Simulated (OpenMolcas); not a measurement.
Rh5+ in a point-charge field

Rh5+ among 8 point charges of -0.6 e arranged as a cube (Oh), 2.18 Å from the ion.

```yaml
Program: OpenMolcas
Method: "SS-CASPT2, IPEA 0.25 Eh, imaginary shift 0.1 Eh (closed shells correlated: 4s 4p)"
Basis: ANO-RCC-VDZP [6s5p3d1f]
Scalar_Hamiltonian: DKH2, point nucleus
Active_space: 4 electrons in 5 orbitals (4d)
State_averaging: 2S+1 = 5 even, 5 roots; 2S+1 = 3 even, 45 roots; 2S+1 = 1 even, 50 roots
Spin-orbit_coupling: RASSI with atomic mean-field integrals over the reference wave functions
```

The lowest spin-free states (labels of O, the rotations of Oh), above the lowest:

| State | Degeneracy | E (cm-1) | Free-ion L (%) |
| --- | --- | --- | --- |
| 5T2 | 3 | 0 | D (100) |
| 5E | 2 | 970 | D (100) |
| 3T1 | 3 | 20470 | H (96) |
| 3T2 | 3 | 20680 | H (98) |
| 3T1 | 3 | 21120 | H (93) |
| 3E | 2 | 21350 | H (100) |
| 3T1 | 3 | 21610 | P (72) |
| 3T2 | 3 | 22640 | F (92) |
| 3T1 | 3 | 22910 | F (69) |
| 3A2 | 1 | 23070 | F (100) |
| 3T2 | 3 | 24250 | G (93) |
| 3E | 2 | 24930 | G (99) |
| 3T1 | 3 | 25360 | G (93) |
| 3A1 | 1 | 25400 | G (100) |
| 3T2 | 3 | 29890 | D (100) |
| 3E | 2 | 30470 | D (100) |
| 1T1 | 3 | 30540 | I (91) |
| 1A1 | 1 | 30560 | I (82) |
| 1A1 | 1 | 30760 | G (80) |
| 1T1 | 3 | 30860 | G (91) |

The lowest levels with spin-orbit coupling:

| E (cm-1) | Degeneracy | Label | 2S+1 |
| --- | --- | --- | --- |
| 0 | 1 | A1 | 5 |
| 700 | 3 | T1 | 5 |
| 1690 | 3 | T2 | 5 |
| 1980 | 2 | E | 5 |
| 2970 | 3 | T1 | 5 |
| 3340 | 3 | T2 | 5 |
| 3840 | 1 | A2 | 5 |
| 4710 | 3 | T2 | 5 |
| 4890 | 2 | E | 5 |
| 4950 | 3 | T1 | 5 |
| 5010 | 1 | A1 | 5 |
| 19280 | 1 | A1 | 3 (89 %) |
| 21290 | 3 | T1 | 3 |
| 21330 | 2 | E | 3 |
| 21380 | 1 | A1 | 3 |
| 21610 | 3 | T2 | 3 |
| 22530 | 3 | T1 | 3 |
| 22970 | 3 | T2 | 3 |
| 23090 | 3 | T1 | 3 |
| 23180 | 2 | E | 3 |

Powder χT (cm3 K/mol): 0.00302 at 2 K, 0.0151 at 10 K, 0.0756 at 50 K, 0.151 at 100 K, 0.307 at 200 K, 0.467 at 300 K. The effective moment at 300 K is 2.828 √(χT) = 1.93 μB.

The lowest level has 2S+1 = 5, for which the spin-only value is χT = S(S+1) / 2 = 3.000 cm3 K/mol (g = 2). The computed 0.467 at 300 K differs by -2.533, through orbital momentum, spin-orbit coupling and any other state in reach. With a threefold ground state the orbital momentum is unquenched, so the spin-only value is not expected to hold.

Roots that are degenerate in the reference are averaged as groups; the widest CASPT2 spread within a group is 310 cm-1 (the 3-fold group of multiplicity 3 near 51000 cm-1 above the lowest state of its run). Shifts and gaps below about the spread of the groups concerned are not significant. Spin-orbit coupling mixes the spin-free states strongly: the lowest level takes only 66 % from its leading state, 5T2. Point charges give a weaker field than real ligands, and real ions of this kind are as a rule low spin; the high spin found here belongs to the model. The ground term spreads over less than 5000 cm-1, several times less than with real ligands, so orbital moments are less quenched and χT lies further from the spin-only value than at real sites. Free-ion shares, where given, are those of the reference states; single-state CASPT2 does not remix them. Point charges carry no covalency, so the field is a model and not that of real ligands. No measured value stands beside these numbers.
